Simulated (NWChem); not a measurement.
SiH2S, singlet; SMILES [SiH]S

```xyz
4

Si     0.0628     1.1357     0.0000
H     -1.4676     1.1988     0.0000
S     -0.0437    -0.9913     0.0000
H      1.2875    -1.2376     0.0000
```
Atoms are numbered in this order, from 1.

Low-valent species are run as closed-shell singlets; no triplet was tried in these runs. Coordinates come from a PBE0/def2-SVP optimisation.

Symmetry labels are those of Cs in the frame above (b1 and b2, or b-type labels, depend on it).

Question: List the 4 lowest vertical singlet excitations from PBE0/def2-SVPD, TDA (NWChem).

Answer: 
```json
[
 {"state": "S1", "energy (eV)": "3.24", "oscillator strength": "0.024", "symmetry": "a\"", "leading excitation (squared amplitude)": "HOMO → LUMO (0.98)"},
 {"state": "S2", "energy (eV)": "5.18", "oscillator strength": "0.033", "symmetry": "a'", "leading excitation (squared amplitude)": "HOMO−1 → LUMO (0.83)"},
 {"state": "S3", "energy (eV)": "5.38", "oscillator strength": "0.001", "symmetry": "a\"", "leading excitation (squared amplitude)": "HOMO−2 → LUMO (0.99)"},
 {"state": "S4", "energy (eV)": "5.70", "oscillator strength": "0.042", "symmetry": "a'", "leading excitation (squared amplitude)": "HOMO → LUMO+1 (0.85)"}
]
```
